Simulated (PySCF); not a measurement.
C2H4BNO2, SMILES COBN=C=O.

Geometry: B3LYP-D3(BJ)/def2-SVP. This is a generated structure with no PubChem entry under its InChIKey; it may be hypothetical. The values are those of a single conformer.

Two levels are set side by side: TDDFT-PBE/def2-SVPD (PySCF) and TDDFT-CAM-B3LYP/def2-SVPD (PySCF). Vertical, same geometry. The lowest singlet is HOMO→LUMO 100 % with PBE and HOMO→LUMO 94 % with the other functional; states are paired by order. Differences are taken from unrounded values.

```csv
quantity,TDDFT-CAM-B3LYP,TDDFT-PBE,TDDFT-PBE minus TDDFT-CAM-B3LYP
lowest singlet excitation (eV),6.03,5.44,-0.58
lowest triplet excitation (TDA) (eV),5.79,5.21,-0.58
first bright state (f over 0.05) (eV),6.94,6.31,-0.63
its oscillator strength,0.18,0.23,0.05
```

A lower first singlet is the usual sign of a functional without exact exchange. Differences between two approximate levels are no errors against the true value.

Rough cost on one machine, each run with all the roots and properties that it gave: TDDFT-CAM-B3LYP against TDDFT-PBE about 8 times.
